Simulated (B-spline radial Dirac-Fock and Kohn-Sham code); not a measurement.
Core and valence levels of Ca

System: neutral calcium, [Ar] 4s1 4p1 (an excited configuration); nuclear rms radius 3.4776 fm (A = 40).

The run's input, task.json:

```json
{"items": [{
  "Z": 20,
  "q": 0,
  "cfg": [[1, 0, 2], [2, 0, 2], [2, 1, 6], [3, 0, 2], [3, 1, 6], [4, 0, 1], [4, 1, 1]],
  "A": 40,
  "rrms": 3.4776,
  "do": ["binding"]
}]}
```

Command: `python xray_run.py task.json out`

Calculated with a B-spline atomic structure program, using multi-electron Dirac-Fock with separately optimised hole states, Breit and Lamb-shift corrections added in first order. Electron correlation is not included. Energies are counted from the vacuum level. Subshells whose hole state is unreliable or did not converge are left out.

All terms are in eV, carry their sign (relaxation lowers the binding energy) and add up to the binding energy; ⟨r⟩ is the mean radius of the orbital in the initial state.

```csv
subshell,−ε (Koopmans),relaxation,Breit,QED,binding energy,⟨r⟩ (bohr)
1s,4087.4,-33.87,-3.31,-1.45,4048.8,0.077
2s,462.9,-11.62,-0.17,-0.13,451.0,0.361
2p1/2,374.9,-12.85,-0.30,0.02,361.8,0.324
2p3/2,371.1,-12.74,-0.17,0.01,358.2,0.327
3p1/2,37.96,-2.82,-0.02,0.00,35.12,1.265
3p3/2,37.54,-2.79,-0.01,0.00,34.74,1.273
4s,6.70,-0.27,0.00,0.00,6.42,4.005
4p,3.57,-0.08,0.00,0.00,3.49,5.446
```

For the deepest level, K (1s), the Breit terms make up -0.082 % of the binding energy, QED -0.036 % and orbital relaxation -0.837 %.

Spin-orbit splittings: 2p 3.56 eV, 3p 0.38 eV.
